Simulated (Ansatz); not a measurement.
One change: `[SiH3]CC[AsH2]` becomes `BCC[SiH3]`.

Ansatz, PBE0-D4/def2-TZVP geometries, multiplicity 1. Each molecule was computed in one conformer, which needn't be the lowest.

Scalar relativity is left out up to krypton.

```json
{"property": "HOMO energy (PBE/def2-TZVPP) / eV", "`[SiH3]CC[AsH2]`": "-5.99"}
{"property": "HOMO–LUMO gap (PBE0/def2-TZVPP) / eV", "`[SiH3]CC[AsH2]`": "7.26"}
{"property": "HOMO energy (B3LYP/def2-TZVPP) / eV", "`[SiH3]CC[AsH2]`": "-6.87"}
{"property": "HOMO energy (ωB97M-V/def2-TZVPP) / eV", "`[SiH3]CC[AsH2]`": "-9.18"}
{"property": "LUMO energy (B3LYP/def2-TZVPP) / eV", "`[SiH3]CC[AsH2]`": "-0.04"}
{"property": "HOMO energy (PBE0/def2-TZVPP) / eV", "`[SiH3]CC[AsH2]`": "-7.06"}
```

Give the same properties after the change, and the shifts. (Estimate.)

The calculation gave: 
```json
{"property": "HOMO energy (PBE/def2-TZVPP) / eV", "`BCC[SiH3]`": "-6.99", "shift": "-1.00"}
{"property": "HOMO–LUMO gap (PBE0/def2-TZVPP) / eV", "`BCC[SiH3]`": "7.12", "shift": "-0.14"}
{"property": "HOMO energy (B3LYP/def2-TZVPP) / eV", "`BCC[SiH3]`": "-8.02", "shift": "-1.15"}
{"property": "HOMO energy (ωB97M-V/def2-TZVPP) / eV", "`BCC[SiH3]`": "-10.44", "shift": "-1.26"}
{"property": "LUMO energy (B3LYP/def2-TZVPP) / eV", "`BCC[SiH3]`": "-1.31", "shift": "-1.27"}
{"property": "HOMO energy (PBE0/def2-TZVPP) / eV", "`BCC[SiH3]`": "-8.21", "shift": "-1.15"}
```

With PBE0 the HOMO falls by 1.15 eV and the LUMO falls by 1.30 eV, so the gap narrows by about 0.15 eV. PBE moves the HOMO by -1.00 eV and ωB97M-V by -1.26 eV.

B3LYP here is the variant with VWN-RPA as its local correlation; programs differ in this.
